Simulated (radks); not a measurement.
Question: Bi21+, 62 electrons, occupied as [Kr] 4d10 4f14 5s2. Method: Dirac Kohn-Sham, LB94 model potential, spin-unpolarised, spherical densities, finite nucleus; Fermi nuclear charge, rms radius 5.5211 fm; computed with a radial shooting solver on a logarithmic mesh with Libxc functionals. Some entries of the table are withheld. Estimate them.

orbital  occ.  eigenvalue (Ry)  <r^2> (bohr^2)  <r> (bohr)
1s1/2       2        -6708.703       0.0003455     0.01578
2s1/2       2        -1237.500        0.005169     0.06566
2p1/2       2              (1)        0.003624     0.05374
2p3/2       4              (2)        0.004801     0.06279
3s1/2       2        -327.6920         0.03343      0.1706
3p1/2       2        -306.8426         0.03029      0.1610
3p3/2       4        -268.3251         0.03654      0.1774
3d3/2       4        -233.7176         0.02778      0.1539
3d5/2       6        -225.5193         0.02948      0.1589
4s1/2       2        -103.3814          0.1592      0.3755
4p1/2       2        -94.26740          0.1606      0.3757
4p3/2       4        -84.72179          0.1904      0.4097
4d3/2       4        -69.73445          0.1945      0.4110
4d5/2       6        -67.92578          0.2043      0.4215
4f5/2       6        -48.40950          0.2073         (3)
4f7/2       8        -47.97264          0.2122         (4)
5s1/2       2        -45.80841          0.6320      0.7535

Answer: 
(1) 2p1/2 eigenvalue (Ry): -1192.144
(2) 2p3/2 eigenvalue (Ry): -1020.266
(3) 4f5/2 <r> (bohr): 0.4201
(4) 4f7/2 <r> (bohr): 0.4253
